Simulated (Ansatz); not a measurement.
## Worked example: CH2BrCl + GeH3 → CH2Br + GeH3Cl

Species: CH2BrCl (bromochloromethane) `ClCBr`, singlet; GeH3 `[GeH3]`, doublet; CH2Br `[CH2]Br`, doublet; GeH3Cl (chlorogermane) `[Cl][GeH3]`, singlet. A radical takes Cl: the energy is the difference in strength between the C–Cl bond broken and the Ge–Cl bond made.

Shapes, held fixed at every level: PBE0-D4/def2-TZVP. Programs: Ansatz 0.2.0. The zero-point and thermal change to 298 K, harmonic and unscaled (PBE0-D4/def2-TZVP), is -4.7 kJ/mol.

At CCSD(T)/def2-TZVPP; 1 Eh = 2625.50 kJ/mol:

```
species   energy (Eh)
CH2BrCl  -3071.663206
   GeH3  -2077.343756
  CH2Br  -2611.872211
 GeH3Cl  -2537.162724
```

Question: Work out ΔH(298 K) of the reaction at this level.

Answer: 
1. Products less reactants: (-2611.872211) + (-2537.162724) − [(-3071.663206) + (-2077.343756)] = -0.027973 Eh = -73.4 kJ/mol.
2. With the thermal change: -73.4 + (-4.7) = -78.1 kJ/mol.

Other levels give -87.0 (r2SCAN0-D4/def2-TZVPP) to -67.9 kJ/mol (MP2/def2-SVP). No measured value is set beside it here. Open shells run unrestricted unless RO is named. Relativity is left out for Br, Ge unless named. Correlated rows may include outer-core shells of Br, Ge, which these sets cover unevenly.
